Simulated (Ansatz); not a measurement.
`[SH][GeH2][Cl]` → `[Cl][GeH2]`• + `[SH]`•  (homolysis of the Ge–S bond)

Computed with Ansatz on PBE0-D4/def2-TZVP structures; ΔE is electronic, products minus reactants. CCSD(T)/CBS adds triple-zeta CCSD(T) − MP2 to the extrapolated MP2 energy (def2 sets, frozen cores). This one scheme is used for every species. Functionals use def2-TZVPP. B3LYP here is the variant with VWN-RPA as its local correlation; programs differ in this. HSE06 is defined as in plane-wave codes. No spin–orbit coupling; open shells (•) take unrestricted orbitals. For Ge outer-core shells are correlated without core-valence functions, which leaves a few kJ/mol of doubt a bond. Scalar relativity is left out up to krypton. Each species was taken in one conformer, which may not be the lowest.

CCSD(T)/CBS gives +3.65 eV.

Another level gave +3.42 eV. Which?
A. HSE06-D4/def2-TZVPP
B. revPBE/def2-TZVPP
C. r2SCANh/def2-TZVPP
D. B3LYP-D4/def2-TZVPP

C. r2SCANh 3.42, revPBE 3.25, HSE06-D4 3.53, B3LYP-D4 3.38 eV.

What do rigid-rotor, harmonic-oscillator terms from PBE0-D4/def2-TZVP frequencies (298.15 K, 1 bar) make of the CCSD(T)/CBS value? (Estimate.)

Computed: ΔZPE = -0.15 eV, ΔH = +3.55 eV, ΔS = 154 J/(mol·K), ΔG = +3.07 eV. Open shells count their whole term as degenerate.

Largest T1 diagnostic among the species: 0.012.

From BLYP to BHLYP (50 % exact exchange), in def2-TZVPP and without D4, ΔE moves by +0.08 eV. The D4 term adds +0.12 eV with B3LYP and +0.06 eV with PBE0; it sums over pairs of atoms, weighted by their polarisabilities, and B3LYP, whose exchange is more repulsive, gets the larger term.
